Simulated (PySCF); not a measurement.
Pm⁵⁷⁺ (promethium, charge +57) across methods

[He] 2s2, closed-shell 1S. Computed with PySCF 2.14 in an uncontracted even-tempered set (19 s from 34 bohr⁻², ratio 2.2; 8 p from 52 bohr⁻², ratio 2.4; 5 d from 160 bohr⁻², ratio 2.4; 5 f from 230 bohr⁻², ratio 2.4; 4 g from 350 bohr⁻², ratio 2.4), with the spin-free X2C one-electron Hamiltonian (Gaussian nucleus).

| method | E (hartree) | mean ε 1s (eV) | mean ε 2s (eV) | Σ⟨r²⟩ (bohr²) | ⟨S²⟩ |
| --- | --- | --- | --- | --- | --- |
| r2SCAN | -4814.97 | -51138.1 | -12456.5 | 0.02197 | 0.000 |
| UHF | -4814.80486 | -51540.4 | -12546.4 | 0.02197 | 0.000 |
| LDA | -4808.76 | -51033.0 | -12438.5 | 0.02199 | 0.000 |
| TPSSh | -4815.49 | -51162.8 | -12464.2 | 0.02196 | 0.000 |
| PBE | -4815.14 | -51090.3 | -12450.3 | 0.02197 | 0.000 |
| PBE0 | -4815.08 | -51203.0 | -12474.7 | 0.02197 | 0.000 |
| M06 | -4815.48 | -51211.5 | -12477.2 | 0.02196 | 0.000 |
